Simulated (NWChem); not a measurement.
All runs are NWChem calculations. System: CH$_{3}$ClOSi, charge 0, spin multiplicity 1, at a geometry optimised with PBE0/def2-SVP. The structure started from a generated list of species. Level: PBE0/def2-TZVP.

Output (cleaned and shortened):

```
             Northwest Computational Chemistry Package (NWChem) 7.3.0
             --------------------------------------------------------

                                NWChem Input Module
                                -------------------

 Scaling coordinates for geometry "geometry" by  1.889725989
 (inverse scale =  0.529177249)

 Turning off AUTOSYM since
 SYMMETRY directive was detected!

                             Geometry "geometry" -> ""
                             -------------------------

 Output coordinates in angstroms (scale by  1.889725989 to convert to a.u.)

  No.       Tag          Charge          X              Y              Z
 ---- ---------------- ---------- -------------- -------------- --------------
    1 O                    8.0000    -2.25270300     1.26754200     0.00000000
    2 C                    6.0000    -1.53902300     0.29691800     0.00000000
    3 Si                  14.0000     0.37223900     0.56154500     0.00000000
    4 Cl                  17.0000     1.32500400    -1.27530000     0.00000000
    5 H                    1.0000    -1.97129400    -0.74185500     0.00000000
    6 H                    1.0000     0.74532400     1.31924400    -1.22471100
    7 H                    1.0000     0.74532400     1.31924400     1.22471100

 Effective nuclear repulsion energy (a.u.)     191.5796909955

            Nuclear Dipole moment (a.u.)
            ----------------------------
        X                 Y               Z
 ---------------- ---------------- ----------------
     0.0000113384     0.0000132281     0.0000000000

      Symmetry information
      --------------------

 Group name             Cs
 Group number              2
 Group order               2
 No. of unique centers     6

      Symmetry unique atoms

     1    2    3    4    5    6


 Summary of "ao basis" -> "" (spherical)
 ------------------------------------------------------------------------------
       Tag                 Description            Shells   Functions and Types
 ---------------- ------------------------------  ------  ---------------------
 *                         def2-tzvp                  on all atoms

                                 NWChem DFT Module
                                 -----------------

 Summary of "ao basis" -> "ao basis" (spherical)
 ------------------------------------------------------------------------------
       Tag                 Description            Shells   Functions and Types
 ---------------- ------------------------------  ------  ---------------------
 O                         def2-tzvp                11       31   5s3p2d1f
 C                         def2-tzvp                11       31   5s3p2d1f
 Si                        def2-tzvp                13       37   5s5p2d1f
 Cl                        def2-tzvp                13       37   5s5p2d1f
 H                         def2-tzvp                 4        6   3s1p

 Summary of "ao basis" -> "ao basis" (spherical)
 ------------------------------------------------------------------------------
       Tag                 Description            Shells   Functions and Types
 ---------------- ------------------------------  ------  ---------------------
 O                         def2-tzvp                11       31   5s3p2d1f
 C                         def2-tzvp                11       31   5s3p2d1f
 Si                        def2-tzvp                13       37   5s5p2d1f
 Cl                        def2-tzvp                13       37   5s5p2d1f
 H                         def2-tzvp                 4        6   3s1p

      Symmetry analysis of basis
      --------------------------

        a'        103
        a"         51

            General Information
            -------------------
          SCF calculation type: DFT
          Wavefunction type:  closed shell.
          No. of atoms     :     7
          No. of electrons :    48
           Alpha electrons :    24
            Beta electrons :    24
          Charge           :     0
          Spin multiplicity:     1
          Use of symmetry is: on ; symmetry adaption is: on
          Maximum number of iterations: 100
          AO basis - number of functions:   154
[...]
     6 a'          7 a'          8 a"          9 a'         10 a"
    11 a'         12 a'         13 a'         14 a'         15 a'
    16 a'         17 a'         18 a"         19 a'         20 a'
    21 a"         22 a'         23 a"         24 a'         25 a"
    26 a'         27 a'         28 a'         29 a"         30 a'
    31 a'         32 a"         33 a'         34 a'

------------------------------------------------------------
EAF file 0: "./mol.aoints.0" size=524288 bytes
------------------------------------------------------------
               write      read    awrite     aread      wait
               -----      ----    ------     -----      ----
     calls:        1         0         0         0         0
   data(b): 5.24e+05  0.00e+00  0.00e+00  0.00e+00
   time(s): 0.00e+00  0.00e+00  0.00e+00  0.00e+00  0.00e+00
rate(mb/s): 0.00e+00  0.00e+00
------------------------------------------------------------

   convergence    iter        energy       DeltaE   RMS-Dens  Diis-err    time
 ---------------- ----- ----------------- --------- --------- ---------  ------
 d= 0,ls=0.0,diis     1   -864.3939547083 -1.06D+03  1.33D-02  1.42D+00     5.2
 d= 0,ls=0.0,diis     2   -864.0855219129  3.08D-01  5.71D-03  4.22D+00     6.0
 d= 0,ls=0.0,diis     3   -864.5005332463 -4.15D-01  1.30D-03  1.46D-01     7.0
 d= 0,ls=0.0,diis     4   -864.5112102899 -1.07D-02  6.20D-04  1.94D-02     7.9
 d= 0,ls=0.0,diis     5   -864.5135933438 -2.38D-03  9.52D-05  4.96D-04     8.8
  Resetting Diis
 d= 0,ls=0.0,diis     6   -864.5136512759 -5.79D-05  2.07D-05  2.96D-05     9.7
 d= 0,ls=0.0,diis     7   -864.5136540064 -2.73D-06  1.67D-05  3.13D-06    10.6
 d= 0,ls=0.0,diis     8   -864.5136533307  6.76D-07  8.55D-06  1.10D-05    11.4

         Total DFT energy =     -864.513653330658
      One electron energy =    -1574.368605170127
           Coulomb energy =      582.172877439273
    Exchange-Corr. energy =      -63.897616595287
 Nuclear repulsion energy =      191.579690995483

 Numeric. integr. density =       47.999997202416

     Total iterative time =     10.6s

                  Occupations of the irreducible representations
                  ----------------------------------------------

                     irrep           alpha         beta
                     --------     --------     --------
                     a'               19.0         19.0
                     a"                5.0          5.0

                       DFT Final Molecular Orbital Analysis
                       ------------------------------------

 Vector   22  Occ=2.000000D+00  E=-3.598241D-01  Symmetry=a'
              MO Center=  1.0D+00, -9.7D-01,  3.6D-15, r^2= 2.5D+00
   Bfn.  Coefficient  Atom+Function         Bfn.  Coefficient  Atom+Function
  ----- ------------  ---------------      ----- ------------  ---------------
   114      0.425563  4 Cl px               115      0.286964  4 Cl py
   117      0.263511  4 Cl px               111      0.195895  4 Cl px
   118      0.175965  4 Cl py               105     -0.161447  4 Cl px
   112      0.132632  4 Cl py               106     -0.109175  4 Cl py
     7      0.096966  1 O  py                10      0.079904  1 O  py

 Vector   23  Occ=2.000000D+00  E=-3.420474D-01  Symmetry=a"
              MO Center=  1.1D+00, -4.3D-01, -3.6D-15, r^2= 3.1D+00
   Bfn.  Coefficient  Atom+Function         Bfn.  Coefficient  Atom+Function
  ----- ------------  ---------------      ----- ------------  ---------------
   116      0.456182  4 Cl pz               119      0.294895  4 Cl pz
   113      0.212505  4 Cl pz               107     -0.173407  4 Cl pz
    79     -0.150849  3 Si pz               144      0.144879  6 H  s
   150     -0.144879  7 H  s                145      0.111214  6 H  s
   151     -0.111214  7 H  s                143      0.089324  6 H  s

 Vector   24  Occ=2.000000D+00  E=-2.736001D-01  Symmetry=a'
              MO Center= -1.5D+00,  6.3D-01,  2.0D-15, r^2= 2.7D+00
   Bfn.  Coefficient  Atom+Function         Bfn.  Coefficient  Atom+Function
  ----- ------------  ---------------      ----- ------------  ---------------
     6      0.315009  1 O  px                 9      0.265160  1 O  px
    12      0.212848  1 O  px                77      0.210783  3 Si px
   139      0.208734  5 H  s                  7      0.201628  1 O  py
   138      0.179606  5 H  s                 10      0.169237  1 O  py
    66     -0.155206  3 Si s                 37     -0.143830  2 C  px

 Vector   25  Occ=0.000000D+00  E=-7.519962D-02  Symmetry=a"
              MO Center= -1.4D+00,  5.3D-01,  2.5D-15, r^2= 2.4D+00
   Bfn.  Coefficient  Atom+Function         Bfn.  Coefficient  Atom+Function
  ----- ------------  ---------------      ----- ------------  ---------------
    45     -0.343612  2 C  pz                14      0.335134  1 O  pz
    42     -0.322818  2 C  pz                 8      0.298200  1 O  pz
    39     -0.298622  2 C  pz               145     -0.250656  6 H  s
   151      0.250656  7 H  s                 11      0.243555  1 O  pz
    82     -0.223958  3 Si pz                91     -0.100791  3 Si d  1

 Vector   26  Occ=0.000000D+00  E=-5.495152D-03  Symmetry=a'
              MO Center=  5.0D-01,  5.2D-01, -3.9D-15, r^2= 4.5D+00
   Bfn.  Coefficient  Atom+Function         Bfn.  Coefficient  Atom+Function
  ----- ------------  ---------------      ----- ------------  ---------------
    80      0.795662  3 Si px                81     -0.630679  3 Si py
   104     -0.545278  4 Cl s                 36      0.541533  2 C  s
   118     -0.372530  4 Cl py                43      0.353313  2 C  px
    77      0.338026  3 Si px                78     -0.288304  3 Si py
    66      0.206839  3 Si s                 67     -0.206382  3 Si s

 Vector   27  Occ=0.000000D+00  E= 2.429117D-02  Symmetry=a'
              MO Center=  5.1D-01,  4.7D-01, -3.7D-14, r^2= 4.9D+00
   Bfn.  Coefficient  Atom+Function         Bfn.  Coefficient  Atom+Function
  ----- ------------  ---------------      ----- ------------  ---------------
    36      1.260350  2 C  s                 80      1.182948  3 Si px
    81      1.045052  3 Si py               145     -0.620422  6 H  s
   151     -0.620422  7 H  s                139     -0.525215  5 H  s
    43      0.465622  2 C  px                44     -0.379425  2 C  py
    67     -0.343381  3 Si s                117     -0.331997  4 Cl px

 center of mass
 --------------
 x =   0.03546610 y =  -0.06308378 z =   0.00000000

 moments of inertia (a.u.)
 ------------------
         355.080497327955         360.257206240580           0.000000000000
         360.257206240580         653.102760434661           0.000000000000
           0.000000000000           0.000000000000         986.590404809734

     Multipole analysis of the density
     ---------------------------------

     L   x y z        total         alpha         beta         nuclear
     -   - - -        -----         -----         ----         -------
     0   0 0 0     -0.000000    -24.000000    -24.000000     48.000000

     1   1 0 0      0.283275      0.141632      0.141632      0.000011
     1   0 1 0     -0.210894     -0.105454     -0.105454      0.000013
     1   0 0 1     -0.000000     -0.000000     -0.000000      0.000000

     2   2 0 0    -31.828796   -179.454153   -179.454153    327.079510
     2   1 1 0      4.021478     87.637395     87.637395   -171.253311
     2   1 0 1      0.000000      0.000000      0.000000      0.000000
     2   0 2 0    -29.843900   -103.264211   -103.264211    176.684522
     2   0 1 1     -0.000000     -0.000000     -0.000000      0.000000
     2   0 0 2    -27.659934    -19.186267    -19.186267     10.712600

 Task  times  cpu:       11.5s     wall:       11.5s

 Total times  cpu:       11.5s     wall:       11.5s
```

Problem. Write an NWChem input that would produce this output.

Solution. One answer among several that fit: 
```
start mol
memory heap 200 mb stack 800 mb global 1000 mb
geometry units angstroms nocenter noautoz
  O     -2.252703     1.267542     0.000000
  C     -1.539023     0.296918     0.000000
  Si     0.372239     0.561545     0.000000
  Cl     1.325004    -1.275300     0.000000
  H     -1.971294    -0.741855     0.000000
  H      0.745324     1.319244    -1.224711
  H      0.745324     1.319244     1.224711
  symmetry group Cs
end
basis spherical
  * library def2-tzvp
end
dft
  xc pbe0
  semidirect memsize 60000000 filesize 0
  iterations 100
end
task dft energy
```
